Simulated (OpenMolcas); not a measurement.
Tc3+.

```json
{
  "Program": "OpenMolcas 26.06",
  "Method": "RASSCF",
  "Basis": "ANO-RCC-VQZP [8s7p5d3f2g1h]",
  "Scalar Hamiltonian": "DKH2, point nucleus",
  "Active space": "10 electrons in 8 orbitals (RAS1 4p, at most 2 holes; RAS2 4d)",
  "State averaging": "2S+1 = 5 even, 5 roots; 2S+1 = 3 even, 45 roots; 2S+1 = 1 even, 49 roots",
  "Spin-orbit coupling": "state interaction with AMFI integrals over the reference wave functions, term energies averaged over their components"
}
```

Levels without dynamic correlation, in cm⁻¹ above 4d⁴ ⁵D₀:

| Level | E |
| --- | --- |
| 4d⁴ ³F₂(1) | 20388 |
| 4d⁴ ³P₀(1) | 16165 |
| 4d⁴ ³H₄ | 19204 |

On this reference, MS-RASPT2, IPEA 0.25 Eh, imaginary shift 0.1 Eh (closed shells correlated: 4s) puts 4d⁴ ³F₂(1) at 18040 cm⁻¹.

Problem. Estimate the other levels at that method by one scale factor, and say how well it serves.

Solution. The factor is 18040 / 20388 = 0.885. Scaled values beside those that MS-RASPT2 gives:
```csv
Level,Scaled,MS-RASPT2,Miss (%)
4d⁴ ³P₀(1),14306,14810,-3.4
4d⁴ ³H₄,16996,15650,+8.6
```
For these levels the scaled values miss MS-RASPT2 by up to 8.6 %, as correlation changes each term by its own factor, spin-orbit parts do not scale and CASPT2 has its own spread within terms. This holds within one configuration; levels of others move differently, and the target method has errors of its own against measurement.

CASPT2 does not keep the components of a term degenerate, so their means are used; among the terms shown or strongly mixed into the levels shown the widest spread is 790 cm-1 (4d⁴ ³H, MS-RASPT2). Active for correlation alone: 4p; no level in the range computed is led by a configuration that opens it, so any true level of that kind is missing. Without dynamic correlation excited terms often stand tens of per cent too high (terms of higher spin than the ground term too low), and those without a measured partner can miss by more than the paired ones (holds for RASSCF). Only configurations of the active space appear.

A number in round brackets counts repeated terms of one configuration in the order of the reference energies.
